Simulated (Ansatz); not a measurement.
Reaction (atomization): `O=CNC(F)[SiH3]` → 2 C• + F• + 6 H• + N• + O• + Si•

Gas-phase electronic energies from Ansatz, PBE0-D4/def2-TZVP geometries. CCSD(T)/CBS adds triple-zeta CCSD(T) − MP2 to the extrapolated MP2 energy (def2 sets, frozen cores). This one scheme is used for every species, atoms too. Functionals use def2-TZVPP. B3LYP here is the variant with VWN-RPA as its local correlation; programs differ in this. Open shells (•) are unrestricted, without spin–orbit coupling. Spin–orbit coupling would lower the free atoms: a little for C, F, O, Si. One conformer a species, not always the lowest.

```csv
level,ΔE (kcal/mol),difference from CCSD(T)/CBS
PBE-D4,1106.6,34.9
ωB97X-V,1080.3,8.6
ωB97M-V,1078.1,6.4
PBE,1100.9,29.2
B3LYP,1066.7,-5.0
MP2/def2-TZVPP,1063.2,-8.5
CCSD/def2-TZVPP,1020.6,-51.1
CCSD(T)/def2-TZVPP,1040.1,-31.6
HF/def2-QZVPP,744.3,-327.4
HF/CBS(def2),744.6,-327.1
CCSD(T)/CBS,1071.7,0
```

Largest T1 diagnostic among the species: 0.015.

The D4 term adds +9.1 kcal/mol with B3LYP and +4.8 kcal/mol with PBE0; it sums over pairs of atoms, weighted by their polarisabilities, and B3LYP, whose exchange is more repulsive, gets the larger term. From PBE to PBE0 (25 % exact exchange), in def2-TZVPP and without D4, ΔE moves by −29.9 kcal/mol: exact exchange takes away binding that semilocal exchange gives to molecules. In def2-TZVPP, CCSD(T) changes the Hartree–Fock value by +297.6 kcal/mol (the triples alone add +19.6 kcal/mol) and MP2 by +320.7 kcal/mol; breaking electron pairs costs correlation energy, which Hartree–Fock lacks.

For atomizations the MP2-based limit and the directly extrapolated one differ by several kJ/mol either way, and by 10 to 25 for some Ge, Se and Sn compounds, so smaller differences from it don't rank the levels.
